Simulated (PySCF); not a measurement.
# Excitation energy of Cu by level of theory

Cu [Ar] 3d10 4s1 (2S) → Cu [Ar] 3d10 4p1 (2P), as a difference of total energies. Calculation: PySCF 2.14, in x2c-TZVPPall (6s5p4d2f1g, 64 functions); the spin-free X2C one-electron Hamiltonian (Gaussian nucleus). Correlated levels: valence and next inner shell: [Ne] frozen. The calculations carry no spin-orbit coupling.

| method | excitation energy (eV) |
| --- | --- |
| UHF | 4.174 |
| MP2 (valence and next inner shell) | 4.509 |
| SCS-MP2 (valence and next inner shell) | 4.475 |
| CCSD (valence and next inner shell) | 4.436 |
| CCSD(T) (valence and next inner shell) | 4.515 |

Errors of the correlated levels include the incompleteness of this basis and the frozen core.

The basis was made for the ground configuration and has no added diffuse functions, so the excitation energy can come out too high.

The coupled-cluster amplitudes are large for the upper state (T1 above 0.03 or a double amplitude above 0.15), so a single reference is strained.

Question: Which method comes closest to the reference value, and which is furthest?

Answer: The reference is 3.806 eV (measured; NIST levels, between the centres of gravity of the two terms). Closest: UHF (error 0.368 eV); furthest: CCSD(T) (valence and next inner shell) (error 0.709 eV).
